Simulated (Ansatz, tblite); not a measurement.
Removing and adding an electron: Si(CN)2H2 (C2H2N2Si). Charge 0, multiplicity 1. Geometry: r2SCAN-D4/def2-SVP. Ansatz, gas phase; energy differences of separate SCF runs; the oxidised species was run as a doublet alone; the reduced species was run as a doublet alone.

```xyz
7

Si   -0.410   -0.252    0.334
C    -0.010   -0.678   -1.421
N     0.230   -0.958   -2.526
C     0.724    1.119    0.839
N     1.433    1.981    1.173
H    -0.155   -1.434    1.191
H    -1.812    0.223    0.411
```

The xTB rows come from tblite. HOMO above LUMO, or a gap near zero within one spin, warns that the state may not be the lowest or that an electron is smeared out.

(1) Estimate orbital energies and vertical ionisation energies and electron affinities at: GFN1-xTB; GFN2-xTB; PBE-D4/def2-TZVP; PBE-D4/def2-TZVPD; r2SCAN-D4/def2-TZVP; r2SCAN-D4/def2-TZVPD; PBE0-D4/def2-TZVP; PBE0-D4/def2-TZVPD.

Results:

(1) 
```json
{"level": "GFN1-xTB", "−HOMO (eV)": "13.10", "vertical IE (eV)": "15.97", "−LUMO (eV)": "8.51", "vertical EA (eV)": "5.46", "HOMO–LUMO gap (eV)": "4.58", "IE − EA (eV)": "10.51", "remarks": "–"}
{"level": "GFN2-xTB", "−HOMO (eV)": "11.74", "vertical IE (eV)": "14.98", "−LUMO (eV)": "7.89", "vertical EA (eV)": "4.64", "HOMO–LUMO gap (eV)": "3.85", "IE − EA (eV)": "10.34", "remarks": "–"}
{"level": "PBE-D4/def2-TZVP", "−HOMO (eV)": "8.93", "vertical IE (eV)": "11.87", "−LUMO (eV)": "2.70", "vertical EA (eV)": "–", "HOMO–LUMO gap (eV)": "6.23", "IE − EA (eV)": "–", "remarks": "gap within one spin near zero (+1 doublet)"}
{"level": "PBE-D4/def2-TZVPD", "−HOMO (eV)": "8.95", "vertical IE (eV)": "–", "−LUMO (eV)": "2.74", "vertical EA (eV)": "0.09", "HOMO–LUMO gap (eV)": "6.22", "IE − EA (eV)": "–", "remarks": "HOMO above zero (-1 doublet)"}
{"level": "r2SCAN-D4/def2-TZVP", "−HOMO (eV)": "9.24", "vertical IE (eV)": "12.04", "−LUMO (eV)": "2.54", "vertical EA (eV)": "–", "HOMO–LUMO gap (eV)": "6.70", "IE − EA (eV)": "–", "remarks": "–"}
{"level": "r2SCAN-D4/def2-TZVPD", "−HOMO (eV)": "9.25", "vertical IE (eV)": "–", "−LUMO (eV)": "2.56", "vertical EA (eV)": "0.05", "HOMO–LUMO gap (eV)": "6.69", "IE − EA (eV)": "–", "remarks": "HOMO above zero (-1 doublet)"}
{"level": "PBE0-D4/def2-TZVP", "−HOMO (eV)": "10.26", "vertical IE (eV)": "12.33", "−LUMO (eV)": "1.73", "vertical EA (eV)": "–", "HOMO–LUMO gap (eV)": "8.53", "IE − EA (eV)": "–", "remarks": "–"}
{"level": "PBE0-D4/def2-TZVPD", "−HOMO (eV)": "10.27", "vertical IE (eV)": "–", "−LUMO (eV)": "1.77", "vertical EA (eV)": "-0.05", "HOMO–LUMO gap (eV)": "8.51", "IE − EA (eV)": "–", "remarks": "HOMO above zero (-1 doublet)"}
```

   A HOMO above zero means that the electron is unbound at that level or that self-interaction error raises the level; the energy of removing that electron tells which. Raw xTB energy differences between charge states are shifted by several eV; the methods need an empirical correction for them. A negative affinity means that the extra electron isn't bound; its size then hangs on the basis.
